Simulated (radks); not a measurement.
Polarisability of neutral tin, [Kr] 4d10 5s2 5p2, at imaginary frequency. All-electron calculation, scalar-relativistic Kohn-Sham, LDA (Slater exchange, Perdew-Wang correlation), spin-polarised, spherical densities, finite nucleus; open shells are filled with parallel spins first (spin-orbit coupling, left out, can overturn this in heavy ions); Fermi nuclear charge, rms radius 4.6519 fm. Program: a radial shooting solver on a logarithmic mesh with Libxc functionals. Response by self-consistent Sternheimer equations with the Hartree and adiabatic LDA kernel, the relativistic mass of each level held fixed and spin-orbit coupling left out.

w (hartree),alpha1(iw) (bohr^3)
0.00266,59.41
0.0143,59.12
0.0360,57.57
0.0697,53.25
0.118,45.40
0.186,35.24
0.280,25.07
0.413,16.60
0.605,10.44
0.892,6.362
1.35,3.775
2.12,2.107
3.59,1.010
6.94,0.3580
17.5,0.07732

Static values: alpha1 = 59.42 bohr^3 (8.805 angstrom^3; uncoupled 87.61). C6 = 642.0, triple-dipole C9 = 26610 atomic units. One-pole (London) frequency 4 C6 / (3 alpha1^2) = 0.242 hartree, against 0.156 for minus the highest occupied eigenvalue. Recommended static value: 53 bohr^3 (Schwerdtfeger and Nagle, 2023 table).
